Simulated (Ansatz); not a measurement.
Ga2Cl6⁻. Charge -1, multiplicity 2. Geometry PBE-D4/def2-SVPD; atoms count from 1.

Cartesian coordinates in Å:
```
Ga 0.337 1.522 0.765
Ga 0.018 -1.736 -1.070
Cl -1.240 -0.142 0.513
Cl 0.008 -3.652 0.159
Cl 0.813 1.645 2.914
Cl 2.057 0.822 -0.451
Cl -1.442 -1.843 -2.814
Cl -0.550 3.383 -0.016
```

The structure comes from a short search, and lower isomers may exist.

**Question.** Estimate the Mulliken populations from the PBE0/def2-SVP orbitals of Ansatz.

**Answer.** 
```csv
atom,charge (e),spin (α − β)
Ga1,0.60,0.00
Ga2,0.41,0.66
Cl3,-0.30,0.05
Cl4,-0.37,0.13
Cl5,-0.33,0.00
Cl6,-0.32,0.03
Cl7,-0.37,0.13
Cl8,-0.33,0.00
```
Mulliken values and Mayer orders depend strongly on the basis.

**Question.** Where does the spin sit?

**Answer.** Summed by element: Ga 0.66, Cl 0.34, of 1 unpaired in all. Largest on single atoms: Ga2 0.66, Cl7 0.13, Cl4 0.13.

**Question.** And the Mayer bond orders between bonded heavy atoms (over 0.3)?

**Answer.** Ga1–Cl3 0.68 (2.31 Å); Ga1–Cl5 1.00 (2.20 Å); Ga1–Cl6 0.89 (2.22 Å); Ga1–Cl8 1.01 (2.20 Å); Ga2–Cl3 0.39 (2.57 Å); Ga2–Cl4 0.96 (2.28 Å); Ga2–Cl7 0.96 (2.28 Å).
